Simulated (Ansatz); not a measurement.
Reaction (hydrogenolysis of a C–C bond): `CC([SiH3])CO` + H₂ → `CC[SiH3]` + CH₃OH

Program: Ansatz. Geometries: PBE0-D4/def2-TZVP. ΔE: electronic, gas phase. CCSD(T)/CBS adds triple-zeta CCSD(T) − MP2 to the extrapolated MP2 energy (def2 sets, frozen cores). This one scheme is used for every species. Functionals use def2-TZVPP. B3LYP here is the variant with VWN-RPA as its local correlation; programs differ in this. One conformer a species, not always the lowest.

CCSD(T)/CBS gives -11.4 kcal/mol.

(1) Another level gave -11.6 kcal/mol. Which?
A. B2PLYP/def2-TZVPP
B. B3LYP/def2-TZVPP
C. B3LYP-D4/def2-TZVPP
D. r2SCAN-D4/def2-TZVPP

Largest T1 diagnostic among the species: 0.010.

## Answers

(1) D. r2SCAN-D4 -11.6, B3LYP-D4 -12.7, B3LYP -15.9, B2PLYP -13.9 kcal/mol.

In def2-TZVPP, CCSD(T) changes the Hartree–Fock value by +7.1 kcal/mol (the triples alone add +1.4 kcal/mol) and MP2 by +8.4 kcal/mol. The D4 term adds +3.2 kcal/mol with B3LYP and +1.8 kcal/mol with PBE0; it sums over pairs of atoms, weighted by their polarisabilities, and B3LYP, whose exchange is more repulsive, gets the larger term.
